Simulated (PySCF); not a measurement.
# Basis-set dependence of population analyses: `COC[SiH2]N`

Compound: C2H9NOSi.
Atom-mapped SMILES: `[CH3:1][O:2][CH2:3][SiH2:4][NH2:5]` (hydrogens: H6, H7, H8 on C1; H9, H10 on C3; H11, H12 on Si4; H13, H14 on N5)

PBE0 throughout (PySCF), one geometry, spherical d and f functions. Geometry: PBE0-D3(BJ)/def2-SVP, one conformer, isolated molecule. Atoms taken as equivalent share a column and are averaged. The first 7 of 9 kinds of atom are listed.

Mulliken charges (e):

```csv
basis,functions,C1,O2,C3,Si4,N5,H6/H7/H8,H9/H10
STO-3G,38,-0.128,-0.225,-0.208,+0.729,-0.589,+0.075,+0.060
6-31G,67,-0.221,-0.526,-0.364,+0.879,-0.998,+0.163,+0.173
pcSseg-0,67,-0.290,-0.673,-0.602,+1.063,-1.058,+0.215,+0.236
6-31G*,92,-0.253,-0.474,-0.286,+0.617,-0.925,+0.163,+0.165
cc-pVDZ,119,+0.070,-0.335,-0.037,+0.388,-0.310,+0.034,+0.040
def2-SVP,119,+0.120,-0.421,-0.067,+0.537,-0.414,+0.032,+0.045
"6-311+G(2d,p)",197,-0.210,-0.314,-0.445,+0.784,-0.840,+0.137,+0.144
aug-cc-pVDZ,200,+0.716,-0.564,+0.719,+0.155,-0.307,-0.185,-0.281
def2-TZVP,215,-0.213,-0.284,-0.180,+0.375,-0.636,+0.116,+0.104
IGLO-III,274,-0.242,-0.273,-0.317,+0.938,-0.742,+0.117,+0.111
cc-pVTZ,280,-0.097,-0.272,-0.080,+0.322,-0.358,+0.074,+0.061
pcSseg-2,313,+0.137,-0.438,-0.025,+0.749,-0.551,+0.025,+0.031
```

IAO charges (e):

| basis | functions | C1 | O2 | C3 | Si4 | N5 | H6/H7/H8 | H9/H10 |
| --- | --- | --- | --- | --- | --- | --- | --- | --- |
| STO-3G | 38 | -0.262 | -0.229 | -0.379 | +0.854 | -0.697 | +0.122 | +0.110 |
| 6-31G | 67 | -0.233 | -0.364 | -0.342 | +0.769 | -0.813 | +0.139 | +0.132 |
| pcSseg-0 | 67 | -0.213 | -0.365 | -0.346 | +0.785 | -0.787 | +0.134 | +0.129 |
| 6-31G* | 92 | -0.192 | -0.379 | -0.331 | +0.887 | -0.833 | +0.128 | +0.121 |
| cc-pVDZ | 119 | -0.191 | -0.377 | -0.329 | +0.880 | -0.826 | +0.127 | +0.120 |
| def2-SVP | 119 | -0.182 | -0.377 | -0.328 | +0.897 | -0.819 | +0.124 | +0.118 |
| 6-311+G(2d,p) | 197 | -0.201 | -0.393 | -0.343 | +0.920 | -0.870 | +0.133 | +0.127 |
| aug-cc-pVDZ | 200 | -0.199 | -0.391 | -0.333 | +0.886 | -0.859 | +0.132 | +0.125 |
| def2-TZVP | 215 | -0.198 | -0.392 | -0.344 | +0.930 | -0.868 | +0.132 | +0.126 |
| IGLO-III | 274 | -0.201 | -0.393 | -0.345 | +0.929 | -0.872 | +0.133 | +0.127 |
| cc-pVTZ | 280 | -0.200 | -0.390 | -0.342 | +0.915 | -0.862 | +0.132 | +0.126 |
| pcSseg-2 | 313 | -0.199 | -0.392 | -0.344 | +0.929 | -0.870 | +0.132 | +0.126 |

Some averages cover members that differ in this geometry, most widely: H6/H7/H8, Mulliken in aug-cc-pVDZ -0.325 to -0.114; H9/H10, Mulliken in aug-cc-pVDZ -0.328 to -0.234; H6/H7/H8, Mulliken in cc-pVTZ +0.059 to +0.100; H6/H7/H8, IAO in 6-31G +0.127 to +0.165 e.

Q: Which scheme is steadiest as the basis changes?

A: Largest range over the bases for any column: IAO 0.18 e, Mulliken 1.32 e. IAO charges move least and Mulliken charges most, counted in e. Without the minimal STO-3G basis the ranges are IAO 0.16, Mulliken 1.32 e.

Q: How much do the charges still move between the two largest bases, cc-pVTZ and pcSseg-2?

A: At most, over all atoms: Mulliken 0.427 e, IAO 0.013 e.

Q: What do the same runs give for the total energy, the frontier levels and the dipole moment?

A: 
| basis | energy (Eh) | HOMO (eV) | LUMO (eV) | μ (D) |
| --- | --- | --- | --- | --- |
| STO-3G | -494.6773 | -3.54 | 7.92 | 0.39 |
| 6-31G | -500.5972 | -6.69 | 1.19 | 0.98 |
| pcSseg-0 | -499.8763 | -6.71 | 1.39 | 0.96 |
| 6-31G* | -500.6993 | -6.94 | 1.20 | 0.85 |
| cc-pVDZ | -500.7316 | -6.97 | 1.28 | 0.89 |
| def2-SVP | -500.4809 | -7.02 | 1.32 | 0.89 |
| 6-311+G(2d,p) | -500.8087 | -7.29 | 0.09 | 0.79 |
| aug-cc-pVDZ | -500.7552 | -7.24 | -0.10 | 0.79 |
| def2-TZVP | -500.8275 | -7.26 | 0.61 | 0.82 |
| IGLO-III | -500.8345 | -7.27 | 0.53 | 0.79 |
| cc-pVTZ | -500.8228 | -7.21 | 0.80 | 0.85 |
| pcSseg-2 | -500.8369 | -7.30 | 0.37 | 0.79 |

The dipole is fixed by the density alone, so its range of 0.59 D shows that the density itself changes with the basis, not only its division among atoms.
